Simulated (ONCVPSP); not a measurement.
## Before and after: ONCV potential for Hf

hafnium, optimised norm-conserving Vanderbilt (ONCV), made with ONCVPSP 4.0.1 (PBE, scalar-relativistic). Core [Kr] 4d10 4f14, reference 5s2 5p6 5d2 6s2. Waves: 5s+6s: rc 2.15 bohr, ncon 4, nbas 9, qcut 5.3 1/bohr, 2 projectors; 5p: rc 1.45 bohr, ncon 4, nbas 7, qcut 6.8 1/bohr, 2 projectors, debl 0.5 Ha; 5d: rc 2.25 bohr, ncon 4, nbas 7, qcut 3.8 1/bohr, 2 projectors, debl 3.6 Ha. Local part: polynomial inside 1.05 bohr (lpopt 5, dvloc0 1 Ha). Core correction: Teter function, fcfact 3.25, rcfact 1.1.

In the p channel the program set the typed energies aside and used -1.307, 0.250 Ha.

All-electron outer shells of the reference configuration (PBE, scalar-relativistic, ld1.x):

```tsv
shell	level (eV)	outermost node (bohr)	outermost maximum (bohr)
5s	-67.02	0.55	1.01
5p	-35.57	0.60	1.16
4f	-16.83	–	0.45
6s	-5.11	1.37	2.89
5d	-2.69	0.67	1.69
```

Change: s: rc 2.96.

Cutoffs: the cutoffs (Ha) at which the residual kinetic energy of the hardest occupied pseudo-wave falls to 1 and 0.1 mHa per electron; they do not see the model core or the augmentation charge, which bear on the density cutoff. Errors are all-electron minus pseudo energies relative to the spin-unpolarised reference configuration.

Problem. How do hardness, ghosts and transferability respond?

Solution. The potential gets neither clearly harder nor softer (26 Ha and 63 Ha → 26 Ha and 63 Ha); a bound ghost appears in s, which as a rule spoils a file; the lowest positive-energy flag moves from s at 4.8 eV to d at 229.9 eV; of the 3 tests that both files solve, the error grows in 2 and shrinks in 1 by more than 15 % and 0.3 meV (median size 7.5 → 5.0 meV).

| quantity | base | changed |
| --- | --- | --- |
| cutoff, loose | 26 Ha | 26 Ha |
| cutoff, tight | 63 Ha | 63 Ha |
| loose cutoff by channel | s 7.5 Ha, p 23 Ha, d 26 Ha | s 6.7 Ha, p 23 Ha, d 26 Ha |
| bound ghosts | none | s |
| GHOST(+) flags under 300 eV | s at 4.8 eV, d at 229.9 eV, p at 257.9 eV | d at 229.9 eV, p at 257.9 eV |
| tests with a reliable result | 3 of 4 | 3 of 4 |
| error for 5s2 5p6 5d2 6s1, meV [ΔE 7.98 eV] | -0.2 | -1.9 |
| error for 5s2 5p6 5d2 6s0, meV [ΔE 22.16 eV] | +10 | +16 |
| error for 5s2 5p6 5d1 6s2 6p1, meV [ΔE 1.96 eV] | +7.5 | +5.0 |
| p: phases at 1.47 bohr within 0.05 rad from the reference energy up to (Ha; the scan ends near 5) | to the end of the scan | to the end of the scan |
| d: phases at 2.29 bohr within 0.05 rad from the reference energy up to (Ha; the scan ends near 5) | to the end of the scan | to the end of the scan |
| rms error of d²Exc/dni dnj with the model core, mHa | 3.35 | 3.72 |

 A true bound ghost makes a file unfit for plane-wave use even where its test errors are small: the radial tests pick states by their node count and pass the ghost by.
